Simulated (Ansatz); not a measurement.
`[GeH3]/[N]=C1\O[SiH2]1` + `C#N` → `N#[C][GeH3]` + `N=C1O[SiH2]1`  (formal exchange of groups at a Ge–N bond)

Program: Ansatz. Geometries: PBE0-D4/def2-TZVP. ΔE: electronic, gas phase. CCSD(T)/CBS adds triple-zeta CCSD(T) − MP2 to the extrapolated MP2 energy (def2 sets, frozen cores). This one scheme is used for every species. Functionals use def2-TZVPP. For Ge outer-core shells are correlated without core-valence functions, which leaves a few kJ/mol of doubt a bond. Scalar relativity is left out up to krypton. One conformer a species, not always the lowest.

```
          level  ΔE (eV)
        BLYP-D4    -0.09
CCSD/def2-TZVPP    -0.15
```

**Question.** What does CCSD(T)/CBS give? (Best estimate.)

**Answer.** The calculation gave: -0.12 eV. The listed levels differ from it by 0.03, -0.03 eV.

**Question.** What do rigid-rotor, harmonic-oscillator terms from PBE0-D4/def2-TZVP frequencies (298.15 K, 1 bar) make of the CCSD(T)/CBS value? (Best estimate.)

**Answer.** The calculation gave: ΔZPE = +0.05 eV, ΔH = -0.09 eV, ΔS = -1 J/(mol·K), ΔG = -0.09 eV. Modes under 50 cm⁻¹ make the entropy rough.

Largest T1 diagnostic among the species: 0.017.

The D4 term adds +0.07 eV with B3LYP and +0.04 eV with PBE0; it sums over pairs of atoms, weighted by their polarisabilities, and B3LYP, whose exchange is more repulsive, gets the larger term. In def2-TZVPP, CCSD(T) changes the Hartree–Fock value by +0.06 eV (the triples alone add +0.02 eV) and MP2 by +0.11 eV.

B3LYP here is the variant with VWN-RPA as its local correlation; programs differ in this.
